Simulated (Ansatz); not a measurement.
Consider the ligand exchange at a B–C bond: `C=CBC[SiH3]` + H₂Se → `C=CB[SeH]` + `C[SiH3]`.

Computed with Ansatz on PBE0-D4/def2-TZVP structures; ΔE is electronic, products minus reactants. CCSD(T)/CBS is the MP2 limit (def2-TZVPP, def2-QZVPP) plus CCSD(T) − MP2 in def2-TZVPP, frozen cores. This one scheme is used for every species. DFT in def2-TZVPP. For Se outer-core shells are correlated without core-valence functions, which leaves a few kJ/mol of doubt a bond. Scalar relativity is left out up to krypton. Each species was taken in one conformer, which may not be the lowest.

`C=CBC[SiH3]`:

Z-matrix (Å, degrees):
```
C
Si 1 1.887
B 1 1.548 2 108.6
H 1 1.094 2 105.9 3 124.5
H 1 1.094 2 104.8 3 -120.1
H 2 1.487 1 110.3 3 -69.3
H 2 1.488 1 110.0 3 171.0
H 2 1.487 1 111.1 3 51.0
C 3 1.551 1 123.8 2 92.3
H 3 1.202 1 117.8 2 -84.1
C 9 1.336 3 123.6 1 -1.3
H 9 1.089 3 119.3 1 -179.7
H 11 1.087 9 121.6 3 1.3
H 11 1.087 9 122.6 3 -178.3
```

H₂Se:

Cartesian coordinates in Å:
```
Se -0.207 0.652 0.022
H -0.895 -0.644 0.017
H 1.102 -0.008 -0.039
```

`C=CB[SeH]`:

Cartesian coordinates in Å:
```
C -0.201 1.618 0.056
C -0.257 0.309 0.321
B 0.468 -0.708 -0.570
Se 0.454 -2.601 -0.275
H 0.358 1.992 -0.796
H -0.704 2.361 0.669
H -0.831 -0.013 1.189
H 1.099 -0.363 -1.525
H -0.387 -2.594 0.931
```

`C[SiH3]`:

```xyz
8

C    -0.604   -0.526   -0.577
Si    0.540    0.471    0.517
H    -0.576   -1.584   -0.305
H    -0.312   -0.438   -1.626
H    -1.634   -0.178   -0.481
H     0.142    0.347    1.945
H     0.499    1.912    0.146
H     1.944   -0.004    0.382
```

| species | B2PLYP energy (Eh) |
| --- | --- |
| `C=CBC[SiH3]` | -433.84540 |
| H₂Se | -2402.36791 |
| `C=CB[SeH]` | -2505.17954 |
| `C[SiH3]` | -331.06428 |

Q: Work out ΔE.

A: ΔE = (-2505.17954) + (-331.06428) − (-433.84540) − (-2402.36791) = -0.03051 Eh = -80.1 kJ/mol. CCSD(T)/CBS gives -76.2 kJ/mol.

Largest T1 diagnostic among the species: 0.013.

The D4 term adds +5.5 kJ/mol with B3LYP and +3.4 kJ/mol with PBE0; it sums over pairs of atoms, weighted by their polarisabilities, and B3LYP, whose exchange is more repulsive, gets the larger term. From PBE to PBE0 (25 % exact exchange), in def2-TZVPP and without D4, ΔE moves by +3.4 kJ/mol.

B3LYP here is the variant with VWN-RPA as its local correlation; programs differ in this.
